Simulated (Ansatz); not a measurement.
Geometry optimisation, Ansatz, UKS BLYP-D4/STO-3G.

Input:

```yaml
crystal:
  periodic: [false, false, false]
  atoms:
    - { symbol: "N", position_ang: [1.35131, -2.07745, 0.95889] }
    - { symbol: C, position_ang: [0.87329, -1.13305, 0.50108] }
    - { symbol: Si, position_ang: [0.15946, 0.2257, -0.49133] }
    - { symbol: O, position_ang: [-1.35654, 0.48725, 0.03733] }
    - { symbol: H, position_ang: [0.95562, 1.43057, -0.62278] }
    - { symbol: H, position_ang: [-1.98314, 1.06697, -0.38319] }
magnetization:
  spin_polarized: true
  initial_magnetization: 1
basis:
  gaussian: { orbitals: STO-3G }
hamiltonian:
  xc: blyp
  dispersion: d4
relax:
  f_tol: 0.02
  max_steps: 40
output:
  orbitals: {}
```

Command:

```bash
$ ansatz run input.yaml --threads 1 --pin off --max-ram 2048MiB --backend cpu --events-out ev --progress --plain --runs-dir out
```

**Question.** Where does it end, and by what steps?

**Answer.** It converged. Limits of this set-up: minimal basis. After 8 steps the energy has fallen by 0.970 eV; H6 moved furthest, 0.27 Å.

```tsv
step	energy less start (eV)	largest force component (eV/Å)	accepted
0	0.0000	7.190	yes
1	-0.7221	1.854	yes
2	-0.8765	1.119	yes
3	-0.8885	1.949	yes
4	-0.9608	0.382	yes
5	-0.9667	0.167	yes
6	-0.9686	0.052	yes
7	-0.9697	0.027	yes
8	-0.9698	0.004	yes
```

```xyz
6
Properties=species:S:1:pos:R:3
N 1.418 -1.996 1.062
C 0.883 -1.117 0.415
Si 0.099 0.134 -0.706
O -1.464 0.345 0.042
H 0.863 1.380 -0.470
H -1.799 1.254 -0.342
```

Whether the end is a true minimum wasn't checked by a vibrational analysis.

Run time: 15 s on 1 thread of Arm Neoverse V2, on a shared host, peak memory 0.15 GiB.
